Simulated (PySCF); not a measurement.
**Predicted spectroscopic data**

PySCF 2.14 calculation with geometry from PBE0-D3(BJ)/def2-SVP and shieldings: GIAO PBE0/pcSseg-1; rapidly exchanging positions averaged, one computed conformer, non-relativistic, no solvent model.

Referencing at the same level of theory: ¹H (σref 31.27), ¹³C (σref 184.41) vs TMS. Splittings of carbon signals by F and P are missing where no couplings were computed. Where no couplings were computed, multiplicities follow the n + 1 count of equivalent neighbours, and m marks all less simple cases (inequivalent or close neighbours, rings, F or P nearby). Shifts are as computed. Against solution values, carbons near 30 ppm lie about +2 ppm off and those near 130 ppm about +5 ppm. Of 1309 compounds with measured shifts, 239 miss one by over three times the rms of a fit or turn the order of signals round; such compounds aren't used in these exercises.

Compound 1 (C₈H₁₀AlN). ¹H NMR (400 MHz, computed): δ 8.94 (d, 1H), 8.81 (s, 1H), 7.92 (d, 1H), 7.43 (m, 1H), 4.44 (br, 3H), 2.27 (s, 3H). ¹³C{¹H} NMR (computed): δ 159.0, 152.5, 148.9, 129.2, 127.5, 104.2, 80.5, 5.7. Structure: `CC#Cc1ccc[n+]([AlH3-])c1`.

Compound 2 (C₇H₈F₂O). ¹H NMR (400 MHz, computed): δ 6.77 (m, 1H), 5.34 (m, 1H), 5.31 (m, 1H), 2.84 (m, 2H), 2.64 (m, 1H), 2.35 (m, 2H). ¹³C{¹H} NMR (computed): δ 174.5, 150.0, 123.1, 88.6, 41.5, 31.5. Structure: `[C@]1(F)(C(=O)F)C[C@H](C=C)C1`.
